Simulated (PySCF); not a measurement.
PySCF 2.14 output of a UHF calculation on a single atom or ion in dyall-av2z (16s12p7d2f, 101 functions), with the non-relativistic Hamiltonian (point nucleus):

```
SCF conv_tol = 1e-09
number electrons alpha = 15  beta = 14
cycle= 1 E= -1638.64723310422  delta_E= -5.5e-05  |g|= 0.0031  |ddm|= 0.00839
cycle= 2 E= -1638.64725549844  delta_E= -2.24e-05  |g|= 0.00212  |ddm|= 0.00502
cycle= 3 E= -1638.64727507847  delta_E= -1.96e-05  |g|= 0.000567  |ddm|= 0.00887
cycle= 4 E= -1638.64727581266  delta_E= -7.34e-07  |g|= 0.000503  |ddm|= 0.00173
cycle= 5 E= -1638.64727587218  delta_E= -5.95e-08  |g|= 6.91e-05  |ddm|= 0.000376
cycle= 6 E= -1638.64727587981  delta_E= -7.63e-09  |g|= 2.85e-05  |ddm|= 0.000187
cycle= 7 E= -1638.64727588266  delta_E= -2.85e-09  |g|= 1.56e-05  |ddm|= 7.79e-05
cycle= 8 E= -1638.64727588402  delta_E= -1.36e-09  |g|= 4.49e-06  |ddm|= 7.97e-05
cycle= 9 E= -1638.6472758841  delta_E= -8.16e-11  |g|= 1.1e-06  |ddm|= 2.3e-05
converged SCF energy = -1638.6472758841  <S^2> = 0.75010894  2S+1 = 2.0001089
```

The run itself started from symmetry-adapted Hartree-Fock orbitals and held the occupation by maximum overlap, so the iterations belong to that start.

Q: Which element, charge and spin multiplicity is this?

A: Cu (copper, neutral), multiplicity 2; the state was [Ar] 3d10 4d1, 2D determinant (an excited configuration).

The outer electron is Rydberg-like, and this basis confines it to a smaller radius and binds it less than a complete one would. At UHF the highest occupied level has a positive energy, so only the finite basis holds that electron; for this excited configuration the basis is too tight for the outer shell.
